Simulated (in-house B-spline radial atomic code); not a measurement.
Ionisation energies along the 27-electron series, configuration [Ar] 3d9, as differences of self-consistent energies. Dirac energy differences include first-order Breit, QED and recoil terms. NIST's values go from ground level to ground level; the uncertainty of those that are theory runs from under 0.1 % in few-electron ions to several per cent in heavy many-electron ones. Computed with a B-spline radial code for spherical atoms: Dirac-Hartree-Fock, average of the configuration, finite nuclei.

```
  ion  configuration after  ionisation energy (eV)  IE/(q+1)² (eV)  Breit and QED recoil part (eV)  tabulated value (eV)    tabulated kind  computed minus tabulated (eV)
Sb24+             [Ar] 3d8                  1293.0          2.0688                        -0.54432                  1285  tabulated theory                            8.0
Te25+             [Ar] 3d8                  1385.8            2.05                        -0.60792                  1377  tabulated theory                            8.8
 I26+             [Ar] 3d8                  1481.7          2.0324                        -0.67604                  1472  tabulated theory                            9.7
Xe27+             [Ar] 3d8                  1580.6          2.0161                        -0.74868                  1571  tabulated theory                            9.6
Cs28+             [Ar] 3d8                  1682.6          2.0007                        -0.82607                  1672  tabulated theory                           10.6
Ba29+             [Ar] 3d8                  1787.7          1.9863                         -0.9083                  1776  tabulated theory                           11.7
La30+             [Ar] 3d8                  1895.9          1.9728                        -0.99556                  1884  tabulated theory                           11.9
Ce31+             [Ar] 3d8                  2007.1          1.9601                          -1.088                  1994  tabulated theory                           13.1
```

Where a p, d or f electron is removed, the computed value is a mean over both j, so it misses the tabulated one by a part of the spin-orbit splitting; averaging over terms and missing correlation add to the gap, relatively most at low charge.
